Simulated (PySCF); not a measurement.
# Unknown compound

Molecular formula: C5H14N2Si. Simulated spectra:

$^{1}$H NMR (300 MHz, computed): δ 5.24 (m, 1H), 3.16 (m, 1H), 2.94 (m, 1H), 2.72 (s, 6H), 2.62 (s, 3H), 1.47 (m, 1H), 1.13 (m, 1H).

$^{13}$C{$^{1}$H} NMR (computed): δ 48.8 (CH2), 38.8 (CH3), 35.9 (CH3), 18.0 (CH2).

PySCF calculation with GIAO PBE0/pcSseg-1 shieldings and GFN2-xTB geometry; isolated molecule, one computed conformer, equivalent nuclei averaged, non-relativistic.

Referencing at the same level of theory: $^{1}$H (σref 31.72) and $^{13}$C (σref 186.93) vs TMS.

Q: Propose a structure and justify it.

A: 
Rings plus π bonds: 1 (1 ring in the answer). 4 carbon signals for 5 carbons: some carbons are equivalent by symmetry or fast rotation. Carbon types of the structure: 2 × CH2, 3 × CH3, leaving 1 H on heteroatoms. δC 48.8: sp3 CH2 bonded to N; deshielded by the electronegative neighbour. δC 38.8, 35.9: methyl carbon bonded to N; deshielded by the electronegative neighbour. δC 18.0: sp3 CH2 bonded to Si. δH 5.24: hydrogen on a silicon bonded to C, 2 N, in a 4-membered ring. δH 3.16, 2.94: hydrogen on an sp3 CH2 bonded to N; its carbon carries N, an electronegative neighbour. δH 2.72, 2.62: hydrogen on a methyl carbon bonded to N; its carbon carries N, hence the downfield position. δH 1.47, 1.13: hydrogen on an sp3 CH2 bonded to Si.

These data were computed for `CN(C)[Si@H]1CCN1C`.

This is the structure that produced the data.

Shifts are as computed. Against solution values, carbons near 30 ppm lie about +3 ppm off and those near 130 ppm about +5 ppm. Of 1309 compounds with measured shifts, 239 miss one by over three times the rms of a fit or turn the order of signals round; such compounds aren't used in these exercises. Multiplicities follow the n + 1 count of equivalent neighbours, as no J values were calculated; m marks all less simple cases, F and P coupling included.
